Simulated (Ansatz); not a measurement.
Reaction (redistribution): `[SiH3]B(Cl)[SeH]` + `CO[SiH](O)Br` → `ClB[SeH]` + `CO[Si](O)([SiH3])Br`

Isolated molecules relaxed with PBE0-D4/def2-TZVP in Ansatz; ΔE leaves out vibrations. CBS: MP2 limit from def2 TZ/QZ plus the TZ coupled-cluster correction, frozen cores. DFT in def2-TZVPP. For Br, Se outer-core shells are correlated without core-valence functions, which leaves a few kJ/mol of doubt a bond. Scalar relativity is left out up to krypton. Each species was taken in one conformer, which may not be the lowest.

`[SiH3]B(Cl)[SeH]`:

Cartesian coordinates in Å:
```
Si -0.701 -0.429 0.722
B 0.960 0.304 -0.145
Cl 2.452 0.389 0.773
Se 1.033 0.932 -1.958
H -1.049 0.389 1.915
H -1.854 -0.418 -0.220
H -0.460 -1.828 1.169
H -0.380 0.661 -2.256
```

`CO[SiH](O)Br`:

```xyz
10

C    -1.501    0.423    0.540
O    -0.155    0.034    0.716
Si    1.004    0.011   -0.418
O     2.338   -0.682    0.189
Br    0.232   -1.128   -2.173
H    -1.575    1.478    0.259
H    -1.988   -0.184   -0.229
H    -2.019    0.277    1.489
H     1.386    1.353   -0.889
H     2.278   -1.581    0.516
```

`ClB[SeH]`:

```xyz
5

Cl   -0.680   -0.799   -1.908
B     0.099   -0.294   -0.433
Se   -0.860    0.835    0.782
H     1.207   -0.655   -0.202
H     0.234    0.913    1.760
```

`CO[Si](O)([SiH3])Br`:

Z-matrix (Å, degrees):
```
C
O 1 1.412
H 1 1.095 2 111.3
H 1 1.090 2 107.9 3 119.1
H 1 1.094 2 111.0 3 -121.4
Si 2 1.629 1 126.8 3 63.2
Si 6 2.333 2 114.8 1 -68.5
O 6 1.627 2 108.3 1 170.1
Br 6 2.246 2 107.2 1 51.1
H 7 1.487 6 110.6 2 -63.9
H 7 1.488 6 108.3 2 55.5
H 7 1.485 6 109.8 2 174.7
H 8 0.960 6 118.3 2 -55.7
```

| level | ΔE (kJ/mol) |
| --- | --- |
| r2SCAN-D4 | -9.6 |
| PBE0-D4 | -11.8 |
| ωB97X-V | -10.5 |
| B2PLYP | -7.8 |
| PBE0 | -10.3 |
| MP2/def2-TZVPP | -5.2 |
| CCSD/def2-TZVPP | -7.1 |
| MP2/CBS(def2) | -5.1 |

Task: What does CCSD(T)/CBS give? (Estimate.)

Result: Computed: -6.8 kJ/mol. The listed levels differ from it by -2.8, -5.0, -3.7, -1.0, -3.5, 1.6, -0.3, 1.7 kJ/mol.

Largest T1 diagnostic among the species: 0.013.
